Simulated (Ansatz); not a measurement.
`C[Si](F)(F)I` and `C[Si](F)(F)[GeH3]` differ in one atom or group.

Ansatz, PBE0-D4/def2-TZVP geometries, multiplicity 1. 

Elements past krypton have def2 core potentials. Scalar relativity is left out up to krypton.

```
                                          property  `C[Si](F)(F)I`
size of the dipole moment (ωB97M-V/def2-TZVPP) / D            2.15
               HOMO energy (B3LYP/def2-TZVPP) / eV           -7.80
               LUMO energy (B3LYP/def2-TZVPP) / eV           -0.40
  size of the dipole moment (B3LYP/def2-TZVPP) / D            2.15
               HOMO–LUMO gap (PBE/def2-TZVPP) / eV            5.86
             HOMO energy (ωB97M-V/def2-TZVPP) / eV          -10.20
```

What does the change do to each property? (Best estimate.)

The calculation gave: 
```json
{"property": "size of the dipole moment (ωB97M-V/def2-TZVPP) / D", "`C[Si](F)(F)[GeH3]`": "1.95", "shift": "-0.20"}
{"property": "HOMO energy (B3LYP/def2-TZVPP) / eV", "`C[Si](F)(F)[GeH3]`": "-8.03", "shift": "-0.23"}
{"property": "LUMO energy (B3LYP/def2-TZVPP) / eV", "`C[Si](F)(F)[GeH3]`": "-0.01", "shift": "0.39"}
{"property": "size of the dipole moment (B3LYP/def2-TZVPP) / D", "`C[Si](F)(F)[GeH3]`": "1.97", "shift": "-0.18"}
{"property": "HOMO–LUMO gap (PBE/def2-TZVPP) / eV", "`C[Si](F)(F)[GeH3]`": "6.35", "shift": "0.49"}
{"property": "HOMO energy (ωB97M-V/def2-TZVPP) / eV", "`C[Si](F)(F)[GeH3]`": "-10.29", "shift": "-0.09"}
```

With PBE0 the HOMO falls by 0.16 eV and the LUMO rises by 0.32 eV, so the gap widens by about 0.48 eV. PBE moves the HOMO by -0.11 eV and ωB97M-V by -0.09 eV. Dipoles are sizes alone; their direction can turn.

B3LYP here is the variant with VWN-RPA as its local correlation; programs differ in this.

Spin–orbit coupling is left out; it splits and shifts lone-pair levels of the heavy atoms by tenths of an eV.
